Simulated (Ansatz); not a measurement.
A trace of molecular dynamics of H₅NOSiSn (9 atoms, charge 0, multiplicity 1).

These are results of Ansatz 0.2.0, RKS PBE0/def2-SVP, not measurements.

```yaml
ensemble: NVE (velocity Verlet)
starting_velocities_drawn_for: 300 K
seed: 10739
```

| time (fs) | T (K) | potential energy less start (eV) | conserved less start (meV/atom) |
| --- | --- | --- | --- |
| 0.0 | 300 | 0.000 | 0.00 |
| 4.0 | 186 | 0.104 | 0.10 |
| 8.0 | 260 | 0.037 | 0.11 |
| 12.0 | 685 | -0.346 | 0.26 |
| 16.0 | 1978 | -1.519 | -0.11 |
| 20.0 | 2286 | -1.798 | -0.09 |
| 24.0 | 1771 | -1.331 | 0.01 |
| 28.0 | 1571 | -1.151 | -0.10 |
| 32.0 | 972 | -0.607 | 0.04 |
| 36.0 | 1371 | -0.972 | -0.28 |
| 40.0 | 1299 | -0.904 | 0.03 |
| 44.0 | 1225 | -0.835 | 0.16 |
| 48.0 | 2180 | -1.702 | -0.15 |
| 52.0 | 2387 | -1.888 | 0.02 |
| 56.0 | 1783 | -1.342 | -0.01 |
| 60.0 | 964 | -0.600 | 0.13 |
| 64.0 | 1253 | -0.863 | -0.04 |
| 68.0 | 1412 | -1.005 | 0.20 |
| 72.0 | 2104 | -1.634 | -0.19 |
| 76.0 | 1876 | -1.426 | 0.01 |
| 80.0 | 1686 | -1.254 | -0.01 |
| 84.0 | 1173 | -0.789 | 0.00 |
| 88.0 | 1315 | -0.920 | -0.26 |
| 92.0 | 1288 | -0.892 | 0.20 |
| 96.0 | 2174 | -1.697 | -0.16 |
| 100.0 | 2174 | -1.697 | -0.11 |

Task: Is this trajectory sound?

Result: The conserved energy stayed within 0.34 meV per atom of its start (net change -0.11 meV per atom), so the integration is sound. The system heated up, since it started high on the potential surface and ran downhill. A run of 0.1 ps of so small a system gives no equilibrium averages. The orbitals stay closed-shell, which can raise the energy where a bond breaks towards radicals; this wasn't checked here. The time step was 0.5 fs.

Time of the run: 9.6 min on 2 threads of Arm Neoverse V1 (shared host), peak memory 0.21 GiB.
